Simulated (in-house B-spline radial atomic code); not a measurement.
A radial electron density 4πr²n(r) was computed for an atom or ion in its tabulated ground configuration with a B-spline radial code for spherical atoms; method: non-relativistic OLYP, spin-polarised, spherical fractional occupations. Columns: r (bohr), 4πr²n(r) (electrons per bohr), bar.

```
 0.00221    1.091 #
 0.00263    1.505 ##
 0.00313    2.067 ##
 0.00373    2.829 ###
 0.00445     3.85 ####
 0.00531    5.198 #####
 0.00633    6.935 #######
 0.00754     9.13 #########
 0.00899    11.87 ############
  0.0107    15.13 ###############
  0.0128    19.02 ###################
  0.0152    23.14 #######################
  0.0181    27.48 ############################
  0.0216    31.63 ################################
  0.0258    35.04 ###################################
  0.0307    37.12 ######################################
  0.0366    37.55 ######################################
  0.0436    36.28 #####################################
   0.052    33.85 ##################################
   0.062    31.39 ################################
  0.0739    30.35 ###############################
  0.0881    31.83 ################################
   0.105    35.78 ####################################
   0.125    40.56 #########################################
   0.149    43.52 ############################################
   0.178    42.17 ###########################################
   0.212    36.27 #####################################
   0.253    28.25 #############################
   0.301    22.33 #######################
   0.359    20.95 #####################
   0.428    23.33 ########################
    0.51    25.78 ##########################
   0.608    24.98 #########################
   0.725    20.31 #####################
   0.864    13.72 ##############
    1.03    7.654 ########
    1.23    3.496 ####
    1.46    1.369 #
    1.74   0.4377 
    2.08   0.1098 
    2.48  0.02075
```

(1) Which atom or ion is it?
A. Ga5+
B. Ga6+
C. Zn5+
D. Ga4+

Answers

(1) A. The area under the curve, ∫4πr²n dr = ∫r·4πr²n d(ln r) on this logarithmic grid, is 26 electrons, which only this option has. The configuration is [Ar] 3d8.
